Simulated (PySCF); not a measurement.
## Identify the compound

Molecular formula: C₆H₁₃FSi. Simulated spectra:

¹H NMR (600 MHz, computed): δ 4.97 (m, 1H), 4.66 (m, 1H), 2.18 (m, 1H), 1.86 (m, 1H), 1.48 (m, 1H), 1.32 (m, 1H), 1.30 (m, 1H), 1.23 (m, 3H), 0.39 (d, 3H).

¹³C{¹H} NMR (computed): δ 97.2 (CH), 41.6 (CH), 23.3 (CH3), 22.8 (CH2), 11.3 (CH2), -1.3 (CH3).

Non-relativistic Hamiltonian, one conformer, isolated molecule, averaged over atoms made equivalent by symmetry, fast rotation or ring inversion. Shielding tensors at PBE0/pcSseg-1 (GIAO); coordinates at the GFN2-xTB level; PySCF 2.14.

δ = σ(ref) − σ, references computed at the same level: TMS for ¹H and ¹³C.

Propose a structure and justify it.

Answers


- Rings plus π bonds: 1 (1 ring in the answer).
- 6 carbon signals for 6 carbons: no two carbons are equivalent.
- Carbon types of the structure: 2 × CH, 2 × CH2, 2 × CH3, leaving 1 H on heteroatoms.
- δC 97.2: sp3 CH bonded to F; deshielded by the electronegative neighbour.
- δC 23.3: methyl carbon; a saturated carbon with 1 carbon neighbour and no heteroatom attached.
- δC 22.8: sp3 CH2 in a ring; saturated and bonded to C and H only.
- δC 11.3: sp3 CH2 bonded to Si; an electropositive neighbour leaves it electron-rich and shielded.
- δC -1.3: methyl carbon bonded to Si; an electropositive neighbour leaves it electron-rich and shielded.
- δH 4.66: hydrogen on an sp3 CH bonded to F; its carbon carries F, which withdraws density.
- δH 0.39: hydrogen on a methyl carbon bonded to Si; an electropositive neighbour shields it, as in TMS itself.

The compound is `InChI=1S/C6H13FSi/c1-5(7)6-3-4-8(6)2/h5-6,8H,3-4H2,1-2H3/t5-,6-,8+/m1/s1`.

This is the structure that produced the data.

Splittings by ¹⁹F in the carbon and heteronuclear signals aren't shown, as no couplings were computed. Shifts are as computed. Against solution values, carbons near 30 ppm lie about +3 ppm off and those near 130 ppm about +5 ppm. Of 1309 compounds with measured shifts, 239 miss one by over three times the rms of a fit or turn the order of signals round; such compounds aren't used in these exercises. Multiplicities follow the n + 1 count of equivalent neighbours, as no J values were calculated; m marks all less simple cases, F and P coupling included.
